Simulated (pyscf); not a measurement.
Optimised with ωB97X-D3(BJ)/def2-SVP in PySCF.

Problem. What is the homolytic dissociation enthalpy (298 K, ωB97M-D3(BJ)/def2-TZVP) of the Nb–Te bond of H₃Si–Te–Nb(Cl)(Cl)(Cl)–Cl, to H₃Si–Te• + [Cl–Nb(Cl)(Cl)–Cl]•?

Solution. Nb–Te to H₃Si–Te• + [Cl–Nb(Cl)(Cl)–Cl]•: 23.2 kcal/mol. The 7 functionals that were run give +20.1 (M06-2X) to +39.4 kcal/mol (ωB97X-D3(BJ)/def2-TZVP). The radicals are drawn with the spin at the cut bond; how far it spreads was not checked. Other isomers of H₃Si–Te• were not searched in full and may lie lower. Open-shell species with a d-block atom are single-reference here; other states, and whether the spin sits on metal or ligand, were not checked. Elements past Kr carry the def2 core potentials, without spin-orbit coupling.
